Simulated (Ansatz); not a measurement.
Relaxation of CHClFSi (5 atoms, charge 0, multiplicity 2), to a largest force component of 0.02 eV/Å in at most 50 steps.

These are results of Ansatz 0.2.0, UKS PBE0/def2-SVP, not measurements.

```xyz
5
Properties=species:S:1:pos:R:3:forces:R:3
F -0.919 -0.702 0.976 0.52 -0.10 -1.27
C -0.425 -0.215 -0.197 -1.08 0.32 1.54
Si 1.062 0.870 -0.090 0.01 0.52 -0.87
Cl -1.714 0.078 -1.309 0.31 -0.24 0.09
H 1.997 -0.030 0.620 0.25 -0.51 0.52
```

**Question.** Where does it end, and by what steps?

**Answer.** The run converged. After 8 steps the energy has fallen by 0.273 eV; H5 moved furthest, 0.26 Å.

```json
{"step": "0", "energy less start (eV)": "0.0000", "largest force component (eV/Å)": "1.535", "accepted": "yes"}
{"step": "1", "energy less start (eV)": "-0.1340", "largest force component (eV/Å)": "1.676", "accepted": "yes"}
{"step": "2", "energy less start (eV)": "-0.2480", "largest force component (eV/Å)": "0.635", "accepted": "yes"}
{"step": "3", "energy less start (eV)": "-0.2661", "largest force component (eV/Å)": "0.358", "accepted": "yes"}
{"step": "4", "energy less start (eV)": "-0.2687", "largest force component (eV/Å)": "0.308", "accepted": "yes"}
{"step": "5", "energy less start (eV)": "-0.2699", "largest force component (eV/Å)": "0.302", "accepted": "yes"}
{"step": "6", "energy less start (eV)": "-0.2726", "largest force component (eV/Å)": "0.167", "accepted": "yes"}
{"step": "7", "energy less start (eV)": "-0.2733", "largest force component (eV/Å)": "0.041", "accepted": "yes"}
{"step": "8", "energy less start (eV)": "-0.2734", "largest force component (eV/Å)": "0.016", "accepted": "yes"}
```

```xyz
5
Properties=species:S:1:pos:R:3
F -0.793 -0.835 0.889
C -0.447 -0.080 -0.126
Si 1.176 0.835 -0.315
Cl -1.739 0.095 -1.240
H 1.803 -0.015 0.792
```

Whether the end is a true minimum wasn't checked by a vibrational analysis.

Time of the run: 20 s on 2 threads of Intel(R) Xeon(R) Platinum 8488C (Sapphire Rapids), with other jobs on the host, peak memory 0.19 GiB.
